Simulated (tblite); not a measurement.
Species: C5H9N2Si (doublet state).
Bonds: C1–C2, C2–Si3, Si3–N4, N4–C5 (aromatic), C5–C6 (aromatic), C6–N7 (aromatic), N7–C8 (aromatic), N4–C8 (aromatic). Hydrogens: H9, H10, H11 on C1; H12, H13 on C2; H14 on Si3; H15 on C5; H16 on C6; H17 on C8.
Bond orders are those of one Lewis drawing.

Computed with GFN2-xTB (tblite), gas phase: L-BFGS steps from a force-field or distance-geometry start until the largest atomic force falls under 0.01 eV/Å.

Step 11: E = -621.2277 eV
```
atom  x, y, z in Å  |  force x, y, z in eV/Å
C1     -2.2568    0.4452   -0.3916    0.009  -0.010   0.003
C2     -1.7187    0.7372    1.0112   -0.014   0.003  -0.027
Si3    -0.4049   -0.5275    1.5769    0.025   0.137  -0.025
N4      1.0145   -0.4491    0.5369   -0.049  -0.024  -0.002
C5      1.9414    0.5639    0.4414   -0.055  -0.034  -0.002
C6      2.8555    0.1789   -0.4892   -0.024  -0.018   0.018
N7      2.5234   -1.0505   -0.9764   -0.026  -0.026   0.010
C8      1.4399   -1.3939   -0.3521    0.005   0.027  -0.016
H9     -3.0283    1.1682   -0.6542    0.020  -0.008  -0.013
H10    -1.4664    0.5069   -1.1373    0.019  -0.006   0.027
H11    -2.6964   -0.5487   -0.4427    0.006  -0.009   0.010
H12    -1.3199    1.7542    1.0255    0.043  -0.035   0.023
H13    -2.5526    0.7245    1.7147    0.016  -0.012   0.022
H14    -0.8366   -1.9226    1.5667    0.016  -0.015  -0.047
H15     1.8601    1.4499    1.0383   -0.004  -0.021  -0.010
H16     3.7285    0.6889   -0.8436   -0.006   0.023   0.009
H17     0.9102   -2.3133   -0.5083    0.021   0.028   0.017
```

Step 12: E = -621.2286 eV
```
atom  x, y, z in Å  |  force x, y, z in eV/Å
C1     -2.2562    0.4448   -0.3909   -0.002  -0.008  -0.009
C2     -1.7197    0.7377    1.0114   -0.030   0.026  -0.018
Si3    -0.4062   -0.5248    1.5732    0.032   0.113   0.034
N4      1.0129   -0.4500    0.5364   -0.041  -0.020  -0.016
C5      1.9389    0.5624    0.4419   -0.016  -0.009  -0.019
C6      2.8539    0.1785   -0.4881   -0.016  -0.019   0.009
N7      2.5229   -1.0509   -0.9758   -0.017  -0.018   0.002
C8      1.4391   -1.3939   -0.3526    0.001   0.001  -0.017
H9     -3.0271    1.1674   -0.6562    0.016  -0.008  -0.011
H10    -1.4641    0.5067   -1.1346    0.018  -0.013   0.018
H11    -2.6953   -0.5495   -0.4405    0.008  -0.003   0.002
H12    -1.3192    1.7534    1.0271    0.043  -0.013   0.013
H13    -2.5532    0.7270    1.7152    0.014  -0.021   0.022
H14    -0.8308   -1.9201    1.5632   -0.005  -0.048  -0.043
H15     1.8593    1.4482    1.0380   -0.014  -0.001   0.007
H16     3.7262    0.6889   -0.8430    0.003   0.030   0.011
H17     0.9116   -2.3138   -0.5085    0.005   0.012   0.015
```

**Question.** Estimate the geometry and energy of step 13. (The exact step hangs on the optimiser's Hessian estimate; all steps are aligned on step 12, rigid shifts and turns removed.)

**Answer.** E = -621.2293 eV, largest force 0.083 eV/Å
```
atom  x, y, z in Å  |  force x, y, z in eV/Å
C1     -2.2557    0.4445   -0.3905   -0.005  -0.004  -0.013
C2     -1.7211    0.7388    1.0113   -0.025   0.031  -0.002
Si3    -0.4068   -0.5211    1.5714    0.019   0.043   0.069
N4      1.0112   -0.4510    0.5357   -0.019  -0.002  -0.026
C5      1.9368    0.5612    0.4418    0.001   0.010  -0.021
C6      2.8526    0.1779   -0.4873    0.008  -0.008  -0.007
N7      2.5225   -1.0514   -0.9754   -0.013  -0.012  -0.001
C8      1.4384   -1.3941   -0.3532    0.004  -0.009  -0.016
H9     -3.0260    1.1666   -0.6581    0.009  -0.006  -0.013
H10    -1.4620    0.5062   -1.1322    0.018  -0.018   0.008
H11    -2.6943   -0.5501   -0.4387    0.007  -0.001  -0.004
H12    -1.3182    1.7531    1.0284    0.036   0.009   0.003
H13    -2.5538    0.7288    1.7160    0.008  -0.023   0.020
H14    -0.8262   -1.9194    1.5597   -0.009  -0.026  -0.037
H15     1.8582    1.4468    1.0380   -0.019   0.006   0.013
H16     3.7245    0.6894   -0.8423   -0.004   0.024   0.017
H17     0.9127   -2.3141   -0.5086   -0.014  -0.014   0.009
```

The energy changes by -0.0006 eV. The first-order estimate −F·Δx gives -0.0009 eV and the mean of the old and new forces, exact on a quadratic surface, -0.0006 eV. The step makes an angle of 60° with the force vector and moves no atom by more than 0.006 Å.

The cost below is that of the whole relaxation. On Arm Neoverse V2, one thread, shared host, this took 0.3 s of wall time.
